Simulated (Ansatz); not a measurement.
Consider the redistribution: `[Cl][Hf]([Cl])([Cl])[I]` + `[NH2][K]` → `[NH2][Hf]([Cl])([Cl])[Cl]` + `[K][I]`.

Calculated with Ansatz (gas phase, PBE0-D4/def2-TZVP geometries, no zero-point term in ΔE). CCSD(T)/CBS is the MP2 limit (def2-TZVPP, def2-QZVPP) plus CCSD(T) − MP2 in def2-TZVPP, frozen cores. Functionals use def2-TZVPP. def2 core potentials past Kr. For Hf, I, K outer-core shells are correlated without core-valence functions, which leaves a few kJ/mol of doubt a bond. Scalar relativity is left out up to krypton. Each species was taken in one conformer, which may not be the lowest.

`[Cl][Hf]([Cl])([Cl])[I]`:

Cartesian coordinates in Å:
```
Cl -0.199 -0.196 -2.323
Hf -0.034 -0.059 -0.018
Cl -2.158 -0.050 0.902
Cl 1.136 -1.892 0.776
I 1.255 2.198 0.662
```

`[NH2][K]`:

Z-matrix (Å, degrees):
```
N
K 1 2.387
H 1 1.018 2 128.4
H 1 1.018 2 128.4 3 -180.0
```

`[NH2][Hf]([Cl])([Cl])[Cl]`:

Cartesian coordinates in Å:
```
N -1.243 0.167 -0.243
Hf 0.694 -0.113 0.142
Cl 0.830 -0.968 2.311
Cl 1.534 -1.546 -1.504
Cl 1.807 1.943 0.001
H -1.654 0.257 -1.163
H -1.968 0.260 0.456
```

`[K][I]`:

```xyz
2

K     0.159    0.538   -1.429
I    -0.159   -0.538    1.429
```

```
           level  ΔE (kJ/mol)
      r2SCANh-D4       -208.3
        PBE-QIDH       -208.7
          revPBE       -192.3
CCSD(T)/def2-SVP       -236.4
```

Task: What does CCSD(T)/CBS give? (Estimate.)

Result: The calculation gave: -192.3 kJ/mol. The listed levels differ from it by -16.0, -16.4, 0.0, -44.1 kJ/mol.

Largest T1 diagnostic among the species: 0.014.

The D4 term adds +4.1 kJ/mol with B3LYP and +2.2 kJ/mol with PBE0; it sums over pairs of atoms, weighted by their polarisabilities, and B3LYP, whose exchange is more repulsive, gets the larger term. From PBE to PBE0 (25 % exact exchange), in def2-TZVPP and without D4, ΔE moves by −16.4 kJ/mol. At CCSD(T), def2-SVP lies −44.1 kJ/mol from the extrapolated value and def2-TZVPP −8.9 kJ/mol.

B3LYP here is the variant with VWN-RPA as its local correlation; programs differ in this.
